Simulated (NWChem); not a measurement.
ZnHOF; SMILES [OH][Zn][F]

```xyz
4

Zn    -0.2194     0.0063     0.0000
F     -0.0714    -1.7320     0.0000
O     -0.5227     1.7549     0.0000
H      0.3141     2.2564     0.0000
```
Atoms are numbered in this order, from 1.

Computed with NWChem. Geometry: optimised at PBE-D3(BJ)/def2-SVP. Level: PBE0/def2-SVPD; rows give the wavelength of the field.

```tsv
field	isotropic polarisability (bohr³)	anisotropy (bohr³)
static	25.6	11.2
1065 nm	25.9	11.4
589 nm	26.6	11.8
```
